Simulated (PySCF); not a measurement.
# One molecule, several mistakes: CH5OSi anion

Calculated results; nothing here was measured. The program is PySCF 2.14.0, an open-source quantum chemistry code, run on an isolated molecule that a program drew, which may never have been made. The molecule is CH5OSi anion (charge -1, singlet), drawn as the SMILES string `OC[SiH2-]`.

Each row is a Hartree-Fock (HF) and frozen-core CCSD(T) single point in the aug-cc-pV(D+d)Z basis, meant for a local HF minimum. Run 1 is clean. Each other run has one planted mistake out of seven kinds, and not every kind appears here: one electron removed, one electron added, multiplicity raised by two, geometry at a saddle point, minimal basis STO-3G, one bond length entered in bohr, all coordinates scaled. The reference is restricted for singlets and unrestricted otherwise, and also for a bond in bohr. Adding or removing an electron swaps singlet and doublet. Electrons count all cores. HOMO and LUMO are orbital energies over both spins, the gradient is its largest component, and the lowest frequency (negative if imaginary) is given only where the gradient is small. Bond lengths are over the 7 bonds as drawn. T1 is the CCSD diagnostic: over 0.02 (restricted) or 0.045 (unrestricted) a single reference is doubtful.

Geometry of the clean run:
```xyz
8
CH5OSi anion, angstrom
O    -2.2285   -0.6452    0.5687
C    -1.0102    0.0439    0.2356
Si   -0.3439   -0.4087   -1.5590
H    -2.2997   -1.3759   -0.0246
H    -0.2500   -0.2267    0.9803
H    -1.2187    1.1090    0.3674
H     1.1027    0.0698   -1.3780
H    -0.8410    0.8035   -2.3604
```

| run | electrons | basis functions | <S^2> | HOMO (eV) | LUMO (eV) | gradient (hartree/bohr) | lowest frequency (cm^-1) | mean bond (Å) | longest bond (Å) | T1 | HF (hartree) | CCSD(T) (hartree) | mistake |
|---|---|---|---|---|---|---|---|---|---|---|---|---|---|
| 1 | 34 | 123 | 0.000 | -2.03 | 4.04 | 2.0e-05 | 140 | 1.3730 | 1.967 | 0.0151 | -404.54759 | -405.08343 | no fault |
| 2 | 34 | 24 | 0.000 | 2.73 | 20.47 | 5.2e-02 | - | 1.3730 | 1.967 | 0.0076 | -399.53057 | -399.68973 | minimal basis STO-3G |
| 3 | 34 | 123 | 0.000 | -1.97 | 4.04 | 1.2e-02 | - | 1.3552 | 1.942 | 0.0150 | -404.54648 | -405.08016 | all coordinates scaled |
| 4 | 33 | 123 | 0.754 | -10.43 | -0.17 | 6.7e-02 | - | 1.3730 | 1.967 | 0.0145 | -404.51427 | -405.01310 | one electron removed |
| 5 | 34 | 123 | 0.945 | -1.53 | 3.71 | 5.2e-02 | - | 1.6231 | 3.717 | 0.0459 | -404.46948 | -404.98048 | ? |

**Which mistake was planted in run 5, and what did it cost?**

The mean bond changes by a factor of 1.182 and the longest by 1.890, so the molecule wasn't scaled as a whole. A length L in bohr read as angstrom grows by (1/0.5292 - 1) L = 0.890 L. The 7 bonds together grew by 7 x 0.2501 = 1.751 Å, which gives L = 1.968 Å. That is bond C2-Si3, 1.967 Å in the clean geometry. So the mistake is: one bond length entered in bohr. Subtracting run 1 and multiplying by 627.51 kcal/mol a hartree, the energy moved by 49.0 kcal/mol in HF and 64.6 kcal/mol in CCSD(T).

Cautions from the logs. Run 2: the HOMO is above zero, so the electron isn't bound and the energy depends on the basis; run 5: T1 is over the limit, so its CCSD(T) energy is less reliable.
